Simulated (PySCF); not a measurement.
CH₆OSeSi, SMILES [SiH3]OC[SeH], singlet (B3LYP/def2-SVP optimised geometry):

```
10

Si     0.988    -0.095    -1.134
O     -0.026    -0.812     0.000
C     -1.412    -0.812     0.000
Se    -2.276     0.988     0.000
H      0.419    -0.255    -2.506
H      2.276    -0.829    -1.021
H      1.214     1.349    -0.853
H     -1.767    -1.349     0.890
H     -1.839    -1.291    -0.900
H     -1.777     1.352     1.341
```

Level of theory: B3LYP/def2-TZVP run with PySCF.

Problem. What are the frontier orbital energies and the dipole moment?

Solution. HOMO-2 -8.65 eV, HOMO-1 -7.88 eV, HOMO -6.66 eV, LUMO -0.48 eV, LUMO+1 0.13 eV; dipole moment 0.55 D.

Meta-Löwdin charges at B3LYP/def2-TZVP: Si1 0.75, O2 -0.60, C3 -0.05, Se4 -0.06, H5 -0.12, H6 -0.10, H7 -0.11, H8 0.13, H9 0.11, H10 0.06.
